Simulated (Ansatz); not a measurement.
Species: CdCl, net charge 1, singlet state. SMILES: [Cl][Cd+]
Structure (B3LYP-D3(BJ)/def2-TZVP (Ansatz, a program for electronic structure) minimum search):
```
Cd
Cl 1 2.2665
```
Charge +1, spin multiplicity 1.

Wanted: vertical electron affinity (to the doublet state of charge +0; a negative value means that the extra electron is unbound and the number depends on the basis; each state is the SCF solution reached for its spin), in eV. Valence correlation only, unless marked. UHF or UKS for open shells. Spin-orbit coupling is left out. Frozen are the shells of the preceding noble gas and the d and f shells that filled before the atom's block. In def2 rows, elements after Kr have scalar-relativistic effective core potentials. CBS marks a two-point X^-3 extrapolation of the correlation energy; Hartree-Fock from the larger set.

```json
[
 {"level": "SVWN5/def2-TZVPD", "program": "Ansatz", "vertical electron affinity (eV)": "8.91"},
 {"level": "PBE/def2-TZVPD", "program": "Ansatz", "vertical electron affinity (eV)": "8.65"},
 {"level": "r2SCAN/def2-TZVPD", "program": "Ansatz", "vertical electron affinity (eV)": "8.78"},
 {"level": "B3LYP/def2-TZVPD", "program": "Ansatz", "vertical electron affinity (eV)": "8.77"},
 {"level": "PBE0/def2-TZVPD", "program": "Ansatz", "vertical electron affinity (eV)": "8.65"},
 {"level": "BHLYP/def2-TZVPD", "program": "Ansatz", "vertical electron affinity (eV)": "8.62"},
 {"level": "CAM-B3LYP/def2-TZVPD", "program": "Ansatz", "vertical electron affinity (eV)": "8.82"},
 {"level": "wB97M-V/def2-TZVPD", "program": "Ansatz", "vertical electron affinity (eV)": "8.54"},
 {"level": "wB97X-V/def2-TZVPD", "program": "Ansatz", "vertical electron affinity (eV)": "8.57"},
 {"level": "wB97X/def2-TZVPD", "program": "Ansatz", "vertical electron affinity (eV)": "8.56"},
 {"level": "CCSD/def2-SVPD", "program": "Ansatz", "vertical electron affinity (eV)": "8.39"},
 {"level": "CCSD/def2-TZVPPD", "program": "Ansatz", "vertical electron affinity (eV)": "8.46"},
 {"level": "CCSD/def2-QZVPPD", "program": "Ansatz", "vertical electron affinity (eV)": "8.54"},
 {"level": "CCSD/CBS(def2-TZVPPD,def2-QZVPPD)", "program": "Ansatz", "vertical electron affinity (eV)": "8.62"},
 {"level": "CCSD(T)/def2-SVPD", "program": "Ansatz", "vertical electron affinity (eV)": "8.38"},
 {"level": "CCSD(T)/def2-TZVPPD", "program": "Ansatz", "vertical electron affinity (eV)": "8.46"},
 {"level": "CCSD(T)/def2-QZVPPD", "program": "Ansatz", "vertical electron affinity (eV)": "8.56"},
 {"level": "CCSD(T)/CBS(def2-TZVPPD,def2-QZVPPD)", "program": "Ansatz", "vertical electron affinity (eV)": "8.64"}
]
```
